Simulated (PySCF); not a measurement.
Br₃In, charge -1, doublet, geometry from GFN2-xTB (such geometries of metal compounds can be far from the true shape) (a state made from the parent by changing its charge; the spin is typed, not shown lowest) (all electrons, no relativity) (in this run its highest filled SCF level lies above zero, so its values depend strongly on the basis, on diffuse functions most of all); HF/STO-3G (PySCF).

Here is a job for PySCF.
```python
from pyscf import gto, scf

mol = gto.M(
    atom='''
In   -0.242139    0.266328    0.544299
Br   -1.919181   -1.622699   -0.424872
Br    0.107088    2.147793   -1.368373
Br    2.151088   -0.897952    1.031226
''',
    basis='sto-3g',
    charge=-1,
    spin=1,
    verbose=4,
    symmetry=True,
)

mf = scf.UHF(mol)
mf.kernel()
mf.analyze()
```

The log (banner, timings and long lists left out):

```
PySCF version 2.14.0

[INPUT] verbose = 4
[INPUT] num. atoms = 4
[INPUT] num. electrons = 155
[INPUT] charge = -1
[INPUT] spin (= nelec alpha-beta = 2S) = 1
[INPUT] symmetry True subgroup None
[INPUT] Mole.unit = angstrom
[INPUT] Symbol           X                Y                Z      unit          X                Y                Z       unit  Magmom
[...]
nuclear repulsion = 1449.97127767511
point group symmetry = C1
symmetry origin: [0. 0. 0.]
symmetry axis x: [1. 0. 0.]
symmetry axis y: [0. 1. 0.]
symmetry axis z: [0. 0. 1.]
num. orbitals of irrep A = 81
number of shells = 35
number of NR pGTOs = 243
number of NR cGTOs = 81
basis = sto-3g
ecp = {}

******** <class 'pyscf.scf.uhf.UHF'> ********
method = UHF
initial guess = minao
damping factor = 0
level_shift factor = 0
DIIS = <class 'pyscf.scf.diis.CDIIS'>
diis_start_cycle = 1
diis_space = 8
diis_damp = 0
SCF conv_tol = 1e-09
SCF conv_tol_grad = None
SCF max_cycles = 50
direct_scf = True
direct_scf_tol = 1e-13
number electrons alpha = 78  beta = 77
Set gradient conv threshold to 3.16228e-05
init E= -13289.4656154906

cycle= 1 E= -13316.9442071016  delta_E= -27.5  |g|= 0.222  |ddm|= 1.75
cycle= 2 E= -13317.0010009422  delta_E= -0.0568  |g|= 0.0572  |ddm|= 0.625
cycle= 3 E= -13317.0110918545  delta_E= -0.0101  |g|= 0.0255  |ddm|= 0.288
cycle= 4 E= -13317.0138075329  delta_E= -0.00272  |g|= 0.00717  |ddm|=  0.2
cycle= 5 E= -13317.0140057507  delta_E= -0.000198  |g|= 0.0035  |ddm|= 0.0445
cycle= 6 E= -13317.0140597018  delta_E= -5.4e-05  |g|= 0.000554  |ddm|= 0.0289
cycle= 7 E= -13317.0140608216  delta_E= -1.12e-06  |g|= 0.000121  |ddm|= 0.00373
cycle= 8 E= -13317.0140608697  delta_E= -4.81e-08  |g|= 3.07e-05  |ddm|= 0.000735
cycle= 9 E= -13317.0140608727  delta_E= -3.07e-09  |g|= 6.4e-06  |ddm|= 0.000192
cycle= 10 E= -13317.0140608728  delta_E= -7.28e-11  |g|= 1.26e-06  |ddm|= 3.49e-05
Extra cycle  E= -13317.0140608728  delta_E= 7.28e-12  |g|= 5.83e-07  |ddm|= 3.98e-06
converged SCF energy = -13317.0140608728  <S^2> = 0.75204937  2S+1 = 2.0020483
**** SCF Summaries ****
Total Energy =                      -13317.014060872807022
Nuclear Repulsion Energy =            1449.971277675111651
One-electron Energy =               -21494.880084527125291
Two-electron Energy =                 6727.894745979206164
Two-electron Coulomb Energy =         7155.267170536068079
DFT Exchange-Correlation Energy =     -427.372424556861915
**** MO energy ****
                             alpha | beta                alpha | beta
[...]
To work with the spin densities directly, `use mulliken_meta_spin()` only printing them here.

 ** Mulliken spin pop alpha/beta on meta-lowdin orthogonal AOs **
 ** Mulliken Spin Density (per AO)  **
spin_pop of  0 In 1s        0.00000
spin_pop of  0 In 2s        0.00001
spin_pop of  0 In 3s        0.00004
spin_pop of  0 In 4s        0.00055
spin_pop of  0 In 5s        0.37947
spin_pop of  0 In 2px       0.00000
spin_pop of  0 In 2py       0.00000
spin_pop of  0 In 2pz       0.00000
spin_pop of  0 In 3px       0.00000
spin_pop of  0 In 3py       0.00000
spin_pop of  0 In 3pz       0.00000
spin_pop of  0 In 4px      -0.00001
spin_pop of  0 In 4py       0.00000
spin_pop of  0 In 4pz       0.00027
spin_pop of  0 In 5px       0.06759
spin_pop of  0 In 5py       0.08048
spin_pop of  0 In 5pz       0.31652
spin_pop of  0 In 3dxy     -0.00000
spin_pop of  0 In 3dyz     -0.00000
spin_pop of  0 In 3dz^2    -0.00000
spin_pop of  0 In 3dxz      0.00000
spin_pop of  0 In 3dx2-y2   -0.00000
spin_pop of  0 In 4dxy     -0.00062
spin_pop of  0 In 4dyz     -0.00045
spin_pop of  0 In 4dz^2    -0.00013
spin_pop of  0 In 4dxz      0.00008
spin_pop of  0 In 4dx2-y2   -0.00021
spin_pop of  1 Br 1s        0.00000
spin_pop of  1 Br 2s        0.00000
spin_pop of  1 Br 3s        0.00004
spin_pop of  1 Br 4s        0.00150
spin_pop of  1 Br 2px       0.00000
spin_pop of  1 Br 2py       0.00000
spin_pop of  1 Br 2pz       0.00000
spin_pop of  1 Br 3px       0.00000
spin_pop of  1 Br 3py       0.00002
spin_pop of  1 Br 3pz       0.00002
spin_pop of  1 Br 4px       0.00218
spin_pop of  1 Br 4py       0.02745
spin_pop of  1 Br 4pz       0.02092
spin_pop of  1 Br 3dxy     -0.00000
spin_pop of  1 Br 3dyz      0.00000
spin_pop of  1 Br 3dz^2    -0.00000
spin_pop of  1 Br 3dxz      0.00000
spin_pop of  1 Br 3dx2-y2    0.00000
spin_pop of  2 Br 1s        0.00000
spin_pop of  2 Br 2s        0.00000
spin_pop of  2 Br 3s        0.00004
spin_pop of  2 Br 4s        0.00150
spin_pop of  2 Br 2px       0.00000
spin_pop of  2 Br 2py       0.00000
spin_pop of  2 Br 2pz       0.00000
spin_pop of  2 Br 3px       0.00000
spin_pop of  2 Br 3py       0.00000
spin_pop of  2 Br 3pz       0.00003
spin_pop of  2 Br 4px       0.00238
spin_pop of  2 Br 4py       0.00325
spin_pop of  2 Br 4pz       0.04491
spin_pop of  2 Br 3dxy      0.00000
spin_pop of  2 Br 3dyz      0.00000
spin_pop of  2 Br 3dz^2     0.00000
spin_pop of  2 Br 3dxz      0.00000
spin_pop of  2 Br 3dx2-y2   -0.00000
spin_pop of  3 Br 1s        0.00000
spin_pop of  3 Br 2s        0.00000
spin_pop of  3 Br 3s        0.00004
spin_pop of  3 Br 4s        0.00150
spin_pop of  3 Br 2px       0.00000
spin_pop of  3 Br 2py       0.00000
spin_pop of  3 Br 2pz      -0.00000
spin_pop of  3 Br 3px       0.00003
spin_pop of  3 Br 3py       0.00001
spin_pop of  3 Br 3pz      -0.00000
spin_pop of  3 Br 4px       0.03833
spin_pop of  3 Br 4py       0.01331
spin_pop of  3 Br 4pz      -0.00109
spin_pop of  3 Br 3dxy      0.00000
spin_pop of  3 Br 3dyz     -0.00000
spin_pop of  3 Br 3dz^2     0.00000
spin_pop of  3 Br 3dxz     -0.00000
spin_pop of  3 Br 3dx2-y2    0.00000
 ** Mulliken Spin Density (per atom)  **
spin density of  0 In =      0.84360
spin density of  1 Br =      0.05213
spin density of  2 Br =      0.05213
spin density of  3 Br =      0.05213
 ** Mulliken pop alpha/beta on meta-lowdin orthogonal AOs **
 ** Mulliken pop       alpha | beta **
In total            78.00000 | 77.00000
 ** Mulliken atomic charges   ( Nelec_alpha | Nelec_beta ) **
charge of  0In =      0.35206  (    24.74577     23.90217 )
charge of  1Br =     -0.45069  (    17.75141     17.69928 )
charge of  2Br =     -0.45069  (    17.75141     17.69928 )
charge of  3Br =     -0.45069  (    17.75141     17.69928 )

WARN: System has nonzero charge -1; the dipole moment is origin-dependent.
Location of origin: [0. 0. 0.]

Dipole moment(X, Y, Z, Debye): -0.96737,  1.06401,  2.17455
```
